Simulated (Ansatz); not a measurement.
Cost and result up the ladder for the cluster In₂Te₃ (5 atoms). The state is a singlet with charge 0. Geometry: r2SCAN-D4/def2-SVP.

| atom | x (Å) | y (Å) | z (Å) |
| --- | --- | --- | --- |
| In1 | 1.943 | -0.838 | -0.772 |
| In2 | -0.406 | 2.003 | 1.378 |
| Te3 | -1.128 | -1.317 | -0.752 |
| Te4 | -0.392 | 1.211 | -1.632 |
| Te5 | -0.016 | -1.058 | 1.778 |

Ansatz on 4 threads of Arm Neoverse V2 on a shared host. Times are rough, and most runs start from the orbitals of an earlier one. PBE0-D4/def2-TZVP serves as the yardstick here, not as an exact answer. Differences are given only for rows in sets of like size (and for xTB, whose basis is part of the method), since another set adds its own error. Binding counts from free atoms at the same level (In doublet, Te triplet; other spins of the atoms weren't run), without zero-point energy or a counterpoise term.

In the def2 sets In, Te take a core potential; there is no spin–orbit coupling. LC-ωPBE has ω = 0.4 bohr⁻¹. Correlated methods freeze 20 core orbitals; core or outer-core shells of In, Te are correlated, in sets that lack core-valence functions. The rows differ in basis, and correlated rows in double-zeta sets carry the largest basis error. The structure comes from a short search, and lower isomers may exist.

Correlated methods converge slowly with the basis, most of all in double-zeta sets.

```tsv
level	functions	binding energy per atom (eV)	difference from PBE0-D4/def2-TZVP (eV)
CCSD(T)/def2-SVP	130	1.77	–
r2SCAN-D4/def2-TZVP	250	2.13	-0.04
PBE-QIDH/def2-TZVP	250	2.11	-0.06
PBE0-D4/def2-TZVP	250	2.17	0.00
LC-ωPBE/def2-TZVP	250	1.88	-0.29
PBE-D4/def2-TZVP (with forces)	250	2.29	0.12
```

**Question.** Estimate how long each takes.

**Answer.** PBE-D4/def2-TZVP (with forces) 6.5 s; LC-ωPBE/def2-TZVP 8 s; r2SCAN-D4/def2-TZVP 11 s; PBE0-D4/def2-TZVP 12 s; PBE-QIDH/def2-TZVP 18 s; CCSD(T)/def2-SVP 50 s. On shared hardware such times vary by a factor of up to 3.
